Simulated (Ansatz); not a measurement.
The cluster Pt₃H₂⁺, relaxed as a doublet with UKS PBE0-D4/def2-TZVP in Ansatz, starting from the GFN2-xTB geometry. Force threshold 0.02 eV/Å.

In the def2 sets Pt takes a core potential; there is no spin–orbit coupling. The structure comes from a short search, and lower isomers may exist.

Start:

Cartesian coordinates in Å:
```
Pt 0.983 -1.323 -1.661
Pt -1.181 1.771 1.001
Pt -0.073 0.108 -0.173
H -0.121 2.064 2.024
H 0.391 -2.620 -1.191
```

```
step  energy (eV)  largest force component (eV/Å)  SCF passes
   1   -9765.1982                           1.779         135
   2   -9765.5597                           0.745         110
   3   -9765.6405                           0.383          86
   4   -9765.7353                           0.720         119
   5   -9765.8556                           0.547          68
   6   -9766.0060                           0.909         112
   7   -9766.1018                           1.215          60
   8   -9766.1872                           0.227          60
   9   -9766.1993                           0.092          58
  10   -9766.2035                           0.500          66
  11   -9766.2127                           0.205          60
  12   -9766.2168                           0.072          54
  13   -9766.2749                           0.752         127
  14   -9766.6463                           0.699          60
  15   -9766.8725                           0.690          53
  16   -9766.9467                           0.832          46
  17   -9766.9951                           0.205          40
  18   -9766.9995                           0.083          43
  19   -9767.0001                           0.025          47
  20   -9767.0003                           0.003          43
```

Force components are those of the run's own axes.

End:

```xyz
5

Pt    0.753   -0.347   -1.076
Pt   -1.038    0.809    0.337
Pt    0.530   -0.857    1.373
H    -0.067    1.893    0.720
H    -0.178   -1.497   -1.354
```

Bonds formed: Pt1–Pt2 (atoms count from 1).

No frequencies were taken in this run, so the end may be a saddle point.

It took 94 s on 2 threads of Intel Xeon 6975P-C on a shared host.
